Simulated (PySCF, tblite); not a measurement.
Isomers of C7H8FP, one GFN2-xTB conformer each. Single-point energies are computed at PBE0/pcSseg-1 (PySCF, gas phase, no added dispersion term), electronic only.

| SMILES | GFN2-xTB relative energy (kJ/mol) |
| --- | --- |
| CPc1ccc(F)cc1 | 0.0 |
| C#CCP1CC=C(F)C1 | 187.5 |
| CCc1cccc(F)p1 | 18.8 |

Conformers: `[CH3:1][PH:2][c:3]1[cH:4][cH:5][c:6]([F:7])[cH:8][cH:9]1` with C1–P2–C3–C4 -72°; `[CH:1]#[C:2][CH2:3][P:4]1[CH2:5][CH:6]=[C:7]([F:8])[CH2:9]1` with C2–C3–P4–C5 71°, C3–P4–C5–C6 80°, P4–C5–C6–C7 13°, C6–C7–C9–P4 -12°, C3–P4–C9–C7 -81°; `[CH3:1][CH2:2][c:3]1[cH:4][cH:5][cH:6][c:7]([F:8])[p:9]1` with C1–C2–C3–C4 88°.

Question: What does PBE0/pcSseg-1 give for the same structures?

Answer: 
```
         SMILES  PBE0/pcSseg-1 E (Eh)  PBE0/pcSseg-1 (kJ/mol)  GFN2-xTB (kJ/mol)  point group
  CPc1ccc(F)cc1            -712.14114                     0.0                0.0           C1
  CCc1cccc(F)p1            -712.13429                    18.0               18.8           C1
C#CCP1CC=C(F)C1            -712.05688                   221.2              187.5           C1
```

Both levels put the same isomer lowest; measured from each level's own lowest isomer, the values differ by up to 33.7 kJ/mol (C#CCP1CC=C(F)C1: 187.5 against 221.2). As drawn, the lowest has an aromatic ring, which the highest lacks; the highest has a C≡C bond and a C=C bond outside aromatic rings, which the lowest lacks.

Question: Which frontier levels, dipoles and rotational constants go with these structures?

Answer: 
```csv
SMILES,"HOMO (eV, PBE0/pcSseg-1)",LUMO (eV),dipole (D),"A, B, C (MHz)"
CPc1ccc(F)cc1,-6.65,-0.66,1.51,"3869, 722.0, 659.8"
CCc1cccc(F)p1,-7.13,-1.65,2.87,"2584, 1014, 780.5"
C#CCP1CC=C(F)C1,-7.12,0.26,0.39,"2842, 825.2, 800.8"
```

Question: What happens when harmonic zero-point energies from GFN2-xTB frequencies are added?

Answer: 
| SMILES | ZPE (kJ/mol) | electronic (kJ/mol) | with ZPE (kJ/mol) |
| --- | --- | --- | --- |
| CPc1ccc(F)cc1 | 329.6 | 0.0 | 0.0 |
| CCc1cccc(F)p1 | 339.9 | 18.0 | 28.3 |
| C#CCP1CC=C(F)C1 | 327.3 | 221.2 | 218.9 |

The zero-point energies span 12.6 kJ/mol. The order is unchanged.

Question: As an exercise, what shares would exp(−E/RT) give at 1000 K from these electronic energies alone (no entropy, no degeneracies)?

Answer: RT = 8.314 kJ/mol: CPc1ccc(F)cc1 89.7 %, CCc1cccc(F)p1 10.3 %, C#CCP1CC=C(F)C1 under 0.1 %.
